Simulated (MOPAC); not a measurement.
MOPAC input (PM3):

```
PM3 PRECISE GNORM=0.05 LET XYZ GEO-OK AUX(PRECISION=9) THREADS=1
AlFO

Al   -0.00000000 1   -0.00000000 1   -0.06497500 1
O    -0.00000000 1   -0.00000000 1   -1.66227600 1
F     0.00000000 1    0.00000000 1    1.57143200 1
```

Output:

```
 *******************************************************************************
 **                                                                           **
 **                              MOPAC v23.2.5                                **
 **                                                                           **
 *******************************************************************************
 ** MOPAC's Digital Object Identifier: https://doi.org/10.5281/zenodo.6511958 **
 **                                                                           **
 ** Please cite the open-source release paper for use of this MOPAC version:  **
 ** J. E. Moussa and J. J. P. Stewart (2026)                                  **
 ** MOPAC: An open-source semiempirical molecular orbital program             **
 ** J. Open Source Softw., 11(119), 8025, https://doi.org/10.21105/joss.08025 **
 *******************************************************************************

                              PM3 CALCULATION RESULTS

 *******************************************************************************
 *  PM3        - The PM3 Hamiltonian to be used
 *  GEO-OK     - OVERRIDE INTERATOMIC DISTANCE AND OTHER SAFETY CHECKS
 *  LET        - OVERRIDE SOME SAFETY CHECKS
 *  PRECISE    - TIGHTER CRITERIA TO BE USED
 *  XYZ        - CARTESIAN COORDINATE SYSTEM TO BE USED
 *  GNORM      - EXIT WHEN GRADIENT NORM DROPS BELOW 0.050
 *  AUX        - OUTPUT AUXILIARY INFORMATION
 *******************************************************************************
PM3 PRECISE GNORM=0.05 LET XYZ GEO-OK AUX(PRECISION=9) THREADS=1
 AlFO

   ATOM   CHEMICAL          X               Y               Z
  NUMBER   SYMBOL      (ANGSTROMS)     (ANGSTROMS)     (ANGSTROMS)

     1      Al         -0.00000000  *  -0.00000000  *  -0.06497500  *
     2       O         -0.00000000  *  -0.00000000  *  -1.66227600  *
     3       F          0.00000000  *   0.00000000  *   1.57143200  *

          CARTESIAN COORDINATES

    NO.       ATOM           X           Y           Z

     1        Al         -0.0000     -0.0000     -0.0650
     2         O         -0.0000     -0.0000     -1.6623
     3         F          0.0000      0.0000      1.5714

  O: (PM3): J. J. P. STEWART, J. COMP. CHEM. 10, 209 (1989).
  F: (PM3): J. J. P. STEWART, J. COMP. CHEM. 10, 209 (1989).
 Al: (PM3): J. J. P. STEWART, J. COMP. CHEM. 10, 209 (1989).

           Empirical Formula: O Al F  =     3 atoms

      MOLECULAR POINT GROUP   :   C*v

      RHF CALCULATION, NO. OF DOUBLY OCCUPIED LEVELS = 8

          Geometry optimization using EF

          DIAGONAL MATRIX USED AS START HESSIAN

 CYCLE:     1  GRAD.:    36.668 HEAT: -124.4468
 CYCLE:     2  GRAD.:   571.066 HEAT: -79.44838
 CYCLE:     3  GRAD.:    11.598 HEAT: -124.6765
 CYCLE:     4  GRAD.:    26.912 HEAT: -124.4060
 CYCLE:     5  GRAD.:     0.392 HEAT: -124.7074
 CYCLE:     6  GRAD.:     0.049 HEAT: -124.7075

     GRADIENT =  0.04935 IS LESS THAN CUTOFF =  0.05000

 -------------------------------------------------------------------------------
 PM3 PRECISE GNORM=0.05 LET XYZ GEO-OK AUX(PRECISION=9) THREADS=1
 AlFO

     GEOMETRY OPTIMISED USING EIGENVECTOR FOLLOWING (EF).
     SCF FIELD WAS ACHIEVED

                              PM3 CALCULATION
                                                       MOPAC v23.2.5 Linux

          FINAL HEAT OF FORMATION =       -124.70754 KCAL/MOL =    -521.77633 KJ/MOL

          COSMO AREA              =         85.16 SQUARE ANGSTROMS
          COSMO VOLUME            =         70.57 CUBIC ANGSTROMS

          GRADIENT NORM           =          0.04935          =       0.02849 PER ATOM
          IONIZATION POTENTIAL    =         11.660015 EV
          HOMO LUMO ENERGIES (EV) =        -11.660 -1.598
          NO. OF FILLED LEVELS    =          8
          MOLECULAR WEIGHT        =         61.9793         POINT GROUP:  C*v

          MOLECULAR DIMENSIONS (Angstroms)

            Atom       Atom       Distance
            F     3    O     2     3.21787
           Al     1    O     2     0.00000
            F     3   Al     1     0.00000

          SCF CALCULATIONS        =          7

   ATOM   CHEMICAL          X               Y               Z
  NUMBER   SYMBOL      (ANGSTROMS)     (ANGSTROMS)     (ANGSTROMS)

     1      Al          0.00000000  *  -0.00000000  *  -0.07286336  *
     2       O         -0.00000000  *   0.00000000  *  -1.64911343  *
     3       F         -0.00000000  *   0.00000000  *   1.56875364  *

                             CARTESIAN COORDINATES

   1   Al        0.000000000    -0.000000000    -0.072863361
   2    O       -0.000000000     0.000000000    -1.649113428
   3    F       -0.000000000     0.000000000     1.568753645

           Empirical Formula: O Al F  =     3 atoms

      MOLECULAR POINT GROUP   :   C*v

                  EIGENVALUES
 -32.61461 -20.28336 -16.13457 -16.00960 -16.00960 -12.94313 -11.66002 -11.66002
  -1.59840  -1.59840   1.60498   2.95921

              NET ATOMIC CHARGES AND DIPOLE CONTRIBUTIONS

  ATOM NO.   TYPE          CHARGE      No. of ELECS.   s-Pop       p-Pop
    1         Al           0.749351        2.2506     0.51097     1.73968
    2          O          -0.457114        6.4571     1.86282     4.59429
    3          F          -0.292237        7.2922     1.63295     5.65928
 DIPOLE           X         Y         Z       TOTAL
 POINT-CHG.     0.000    -0.000     1.157     1.157
 HYBRID        -0.000    -0.000    -0.110     0.110
 SUM           -0.000    -0.000     1.047     1.047

          ATOMIC ORBITAL ELECTRON POPULATIONS

     Atom    s        px        py        pz
    1 Al   0.51097   0.58381   0.58381   0.57207
    2  O   1.86282   1.48763   1.48763   1.61903
    3  F   1.63295   1.92856   1.92856   1.80215

 **********************
 *                    *
 * JOB ENDED NORMALLY *
 *                    *
 **********************

 == MOPAC DONE ==
```

The geometry given is a B3LYP-D3(BJ)/def2-TZVP minimum.
